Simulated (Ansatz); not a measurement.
One change: `[SiH3][N]([SiH3])[GaH2]` becomes `[OH][Mg][N]([SiH3])[SiH3]`.

Ansatz, PBE0-D4/def2-TZVP geometries, multiplicity 1. Each molecule was computed in one conformer, which needn't be the lowest.

Scalar relativity is left out up to krypton.

| property | `[SiH3][N]([SiH3])[GaH2]` |
| --- | --- |
| HOMO energy (B3LYP/def2-TZVPP) / eV | -7.55 |
| LUMO energy (B3LYP/def2-TZVPP) / eV | -1.65 |
| HOMO energy (ωB97M-V/def2-TZVPP) / eV | -10.01 |
| LUMO energy (ωB97M-V/def2-TZVPP) / eV | 0.28 |
| LUMO energy (PBE/def2-TZVPP) / eV | -2.17 |
| HOMO energy (PBE/def2-TZVPP) / eV | -6.55 |

Problem. Give the same properties after the change, and the shifts. (An estimate is asked.)

Solution. Computed: 
```json
{"property": "HOMO energy (B3LYP/def2-TZVPP) / eV", "`[OH][Mg][N]([SiH3])[SiH3]`": "-7.14", "shift": "0.41"}
{"property": "LUMO energy (B3LYP/def2-TZVPP) / eV", "`[OH][Mg][N]([SiH3])[SiH3]`": "-1.66", "shift": "-0.01"}
{"property": "HOMO energy (ωB97M-V/def2-TZVPP) / eV", "`[OH][Mg][N]([SiH3])[SiH3]`": "-9.62", "shift": "0.39"}
{"property": "LUMO energy (ωB97M-V/def2-TZVPP) / eV", "`[OH][Mg][N]([SiH3])[SiH3]`": "-0.02", "shift": "-0.30"}
{"property": "LUMO energy (PBE/def2-TZVPP) / eV", "`[OH][Mg][N]([SiH3])[SiH3]`": "-2.16", "shift": "0.01"}
{"property": "HOMO energy (PBE/def2-TZVPP) / eV", "`[OH][Mg][N]([SiH3])[SiH3]`": "-6.11", "shift": "0.44"}
```

B3LYP here is the variant with VWN-RPA as its local correlation; programs differ in this.
